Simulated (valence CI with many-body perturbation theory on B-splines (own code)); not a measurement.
**Sn17+: what the settings do**

Computed by valence CI with perturbative core correlation (CI+MBPT): five valence electrons over a frozen Dirac-Fock core [Ar] 3d10, radial functions for each j: 6 s, 6 p, 5 d, 3 f, 1 g, with the one-electron correlation potential Σ1 (screened to all orders), the two-electron term Σ2, the three-electron term Σ3, Breit, model QED; selected single and double excitations, second order for the rest, scaled by the run's own slope (own B-spline code, finite nucleus).

No measured levels were compared; by estimate levels hold to about 250 cm⁻¹ or 0.2 % of their energy and the worst to 1 %, as in measured heavy ions of charge 2 to 7; those with d or f electrons hold less well. Among the levels kept, up to 810 cm⁻¹ of a level comes from second order outside the variational space, and about a tenth of that is noise between levels of different J, which matters for small intervals.

The reference run has the lowest level (4s^2 4p1/2^2 4p3/2) J=3/2 and an ionisation energy of 467.950 eV. Its largest variational space holds 9998 state functions.

Levels are named by their leading jj configuration (3d3/2^4 stands for four electrons in 3d with j = 3/2), which in mixed levels can hold well under half, so a name can repeat and another be missing. Letters in brackets count levels of one name in rising energy.

Changed runs:
A. scale of Σ2 1 → 1.2; shift of the energy in Σ1 (hartree) 0 → 2.689
B. logarithmic knot step 0.27 → 0.2
C. three-electron term on → off
D. box radius (bohr) 6.3671 → 1.49 (bad on purpose)

Excitation energies of the reference run in cm⁻¹, and shifts in cm⁻¹:

| Level | Reference | A | B | C |
| --- | --- | --- | --- | --- |
| (4s^2 4p1/2 4p3/2^2) J=3/2 | 65855 | +97 | +0.7 | -25 |
| (4s^2 4p1/2 4p3/2^2) J=5/2 | 86275 | +50 | +0.7 | +28 |
| (4s^2 4p1/2 4p3/2^2) J=1/2 | 115160 | -54 | +0.5 | +161 |
| (4s^2 4p3/2^3) J=3/2 | 179312 | +117 | +1.3 | +82 |
| (4s 4p1/2^2 4p3/2^2) J=5/2 | 399051 | +381 | +2.9 | -247 |
| (4s 4p1/2^2 4p3/2^2) J=3/2 | 443437 | +314 | +3.0 | -231 |
| (4s 4p1/2^2 4p3/2^2) J=1/2 | 448852 | +263 | +2.9 | -164 |
| (4s 4p1/2 4p3/2^3) J=3/2 [a] | 496762 | +139 | +3.2 | -176 |
| (4s 4p1/2 4p3/2^3) J=5/2 | 517931 | +188 | +3.3 | -163 |
| (4s 4p1/2 4p3/2^3) J=1/2 | 557168 | -356 | +3.2 | -19 |
| (4s 4p1/2 4p3/2^3) J=3/2 [b] | 565346 | -267 | +3.3 | -148 |
| (4s^2 4p1/2^2 4d3/2) J=3/2 | 583654 | -218 | +2.9 | -171 |
| Ionisation energy (eV) | 467.950 | +0.101 | +0.00092 | +0.174 |

Run D: It gave no result. The program said: "need at least one array to concatenate".
